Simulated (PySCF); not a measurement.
A structure optimised at B3LYP-D3(BJ)/def2-TZVPD, used in a PySCF frequency run:

```
Sn
H 1 1.8093
H 1 1.8093 2 92.52
H 1 1.8093 2 92.52 3 92.63
```
Charge -1, spin multiplicity 1.

### Question
Write its SMILES, formula and point group.

### Answer
[SnH3-], H3Sn, C3v

### Question
What are its rotational constants (standard atomic weights)?

### Answer
79.212, 79.212, 73.355 GHz
